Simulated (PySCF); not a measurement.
## Selenium: a sound run and one with changed settings

Sound run: Se⁺ [Ar] 3d10 4s2 4p3, Se²⁺ [Ar] 3d10 4s2 4p2. Computed with PySCF 2.14 in 6-31G*, with the non-relativistic Hamiltonian (point nucleus). In the sound run the correlated levels freeze [Ar] 3d10. The sound run starts from symmetry-adapted Hartree-Fock orbitals and uses a fine grid where one is needed.

A second run was set up differently.

```csv
species,method,sound run (hartree),changed run (hartree),converged
Se⁺,UHF,-2399.21035,-2373.29984,yes
Se⁺,M06-2X,-2400.87026,-2374.53698,yes
Se⁺,BP86,-2401.10070,-2374.68796,yes
Se⁺,MP2,-2399.26649,-2373.29984,yes
Se²⁺,UHF,-2398.44268,-2372.53530,yes
Se²⁺,M06-2X,-2400.08570,-2373.75015,yes
Se²⁺,BP86,-2400.31106,-2373.90537,yes
Se²⁺,MP2,-2398.48662,-2372.54313,yes
Se²⁺,CCSD(T),-2398.50440,-2372.54903,yes
```

Ionisation energy of Se⁺:

```json
{"method": "UHF", "sound run (eV)": "20.889", "changed run (eV)": "20.804"}
{"method": "M06-2X", "sound run (eV)": "21.349", "changed run (eV)": "21.411"}
{"method": "BP86", "sound run (eV)": "21.487", "changed run (eV)": "21.296"}
{"method": "MP2", "sound run (eV)": "21.221", "changed run (eV)": "20.591"}
{"method": "SCS-MP2", "sound run (eV)": "21.103", "changed run (eV)": "20.548"}
```

Question: What was changed?
A. angular grid far too coarse
B. radial grid too coarse
C. minimal basis
D. all electrons correlated in a valence basis

Answer: C. It used basis STO-3G. A minimal basis cannot let orbitals breathe on ionisation and holds almost no correlation.
